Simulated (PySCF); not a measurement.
C5H6, SMILES C#CCC=C at its GFN2-xTB optimised geometry (Å):

```
11

C      2.2950    -1.8725     2.1123
C      1.9116    -1.2704     1.1522
C      1.4044    -0.5485     0.0000
C     -0.0970    -0.5485     0.0000
C     -0.8356     0.5440     0.0000
H      2.6517    -2.3941     2.9493
H      1.7855     0.4762     0.0177
H      1.7712    -1.0419    -0.9075
H     -0.5560    -1.5285     0.0105
H     -0.3955     1.5285    -0.0030
H     -1.9116     0.5052    -0.0005
```

Level of theory: PySCF 2.14.0 with B3LYP/def2-TZVP. Cells within 0.4 Å of a nucleus heavier than hydrogen are left out (blank, or x).

Map of the electrostatic potential (hartree/e), clipped to [-0.08, 0.12] on the plane z = 0.8 Å:

```
|2222222222222222222222222|
|2222222222222222222222222|
|2222222222222222222222222|
|2222222222222222222222222|
|2222222222333322222222222|
|2222222223333332222222222|
|2222222223454333332222222|
|2222222234565333333322222|
|2222233357764333344332222|
|2222344599985333455432222|
|2223356799995334576532221|
|2223345799996556887532211|
|2222334479999989999632111|
|2222222335999999999952111|
|2222222224999999999993111|
|2222222224899999999994100|
|222222223468878999x994000|
|2222222234665459999992000|
|2222222234543335999941000|
|2222222233332222344210000|
|2222222222222111000000000|
|2222222222221110000000001|
|2222222222221110000000011|
|2222222222211111000000111|
|2222222222211111111111111|
```
Scale: ten equal steps from -0.033 (start of '0') to 0.120 (end of '9'), in the order '0123456789'; x runs from -4.00 to 4.00, y from -4.00 (bottom) to 4.00 (top).
